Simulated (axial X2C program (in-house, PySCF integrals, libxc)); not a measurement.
**Spin–orbit effects down a group: molecules with Te, CCSD**

Computed with an in-house all-electron X2C program for linear molecules (integrals from PySCF), spin-free (one-electron X2C) or two-component (2c: spin–orbit coupling with atomic mean-field Coulomb and Gaunt terms, which also bring small scalar terms), in Dyall basis sets with cores contracted in-house; open shells are unrestricted.

Basis sets: H dyall-v3z, Li dyall-cv3z, Na dyall-cv3z, Te dyall-cv3z. Frozen shells (counts by l): TeH Te 4s3p2d, H none, 7 electrons correlated; LiTe Te 4s3p2d, Li 1s, 7 electrons correlated; NaTe Te 4s3p2d, Na 2s1p, 7 electrons correlated. Coupled cluster in natural virtuals with an MP2 remainder. Where the outer core of a metal is frozen, bonds come out longer and ionisation energies lower.

| molecule | spin-free state | Re (Å) | ωe (cm⁻¹) | De (eV) | 2c state | Re 2c (Å) | ωe 2c (cm⁻¹) | De 2c (eV) |
| --- | --- | --- | --- | --- | --- | --- | --- | --- |
| TeH | M_S = 1/2, Λ = 1 | 1.661 | 2144.0 | 2.84 | Ω = 3/2 | 1.664 | 2125.4 | 2.77 |
| LiTe | M_S = 1/2, Λ = 1 | 2.515 | 449.4 | 2.41 | Ω = 3/2 | 2.518 | 445.4 | 2.32 |
| NaTe | M_S = 1/2, Λ = 1 | 2.840 | 233.6 | 2.03 | Ω = 3/2 | 2.843 | 232.2 | 1.93 |

Q: Work out the shifts from the spin-free to the two-component result.

A: 

| molecule | 2c state | ΔRe (Å) | Δωe (cm⁻¹) | ΔDe (eV) |
| --- | --- | --- | --- | --- |
| TeH | Ω = 3/2 | 0.003 | -18.6 | -0.07 |
| LiTe | Ω = 3/2 | 0.003 | -4.0 | -0.09 |
| NaTe | Ω = 3/2 | 0.003 | -1.4 | -0.10 |

Shifts of one unit in the last digit are rounding.

Each entry is the lowest single determinant of a limited PBE0 search at one distance. De goes to single-determinant-based atoms at the same level (for ions the charge split of lowest energy) and is withheld (n/a) where an atom does not fit its ground term or J level. Main or longest-lived isotopes.
